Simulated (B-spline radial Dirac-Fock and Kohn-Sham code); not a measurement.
# The L3-M45M45 Auger spectrum of Eu²⁺

System: europium as Eu²⁺, [Xe] 4f7, inside a Watson sphere of charge -2 and radius 1.6 Å (a model of the Madelung potential; inside it an electron's potential energy is raised by 18.0 eV).

Level of theory: Dirac-Fock (average of configuration) total-energy differences with a finite nucleus, the Breit interaction including its frequency dependence, and self-energy and vacuum-polarisation corrections; a B-spline atomic structure program. The two-hole levels come from diagonalising the Coulomb interaction among the jj configurations; intensities are independent-particle Coulomb rates. Kinetic energies are from the vacuum level. Electron correlation is not included. Open outer shells are spectators and are not coupled to the holes.

```tsv
kinetic energy (eV)	J	leading jj holes (weight)	leading LS term (weight)	intensity (%)
4579.6	0	M4M4 (0.95)	¹S0 (0.62)	0.8
4599.6	2	M4M4 (0.97)	³F2 (0.52)	2.9
4619.7	4	M4M5 (0.98)	¹G4 (0.90)	51.1
4621.1	1	M4M5 (1.00)	³P1 (1.00)	0.6
4624.9	2	M4M5 (0.97)	³P2 (0.52)	5.3
4632.2	3	M4M5 (1.00)	³F3 (1.00)	7.7
4637.5	0	M5M5 (0.95)	³P0 (0.62)	1.3
4651.7	2	M5M5 (0.99)	¹D2 (0.50)	8.8
4658.8	4	M5M5 (0.98)	³F4 (0.90)	21.6
```

The strongest line, by its leading LS label ¹G4, lies at 4619.7 eV. The mean weight of the leading component is 0.98 in jj and 0.73 in LS coupling, so jj labels describe these levels better.

Values without a named source are computed, but for edge energies of neutral atoms, which are taken from tables.
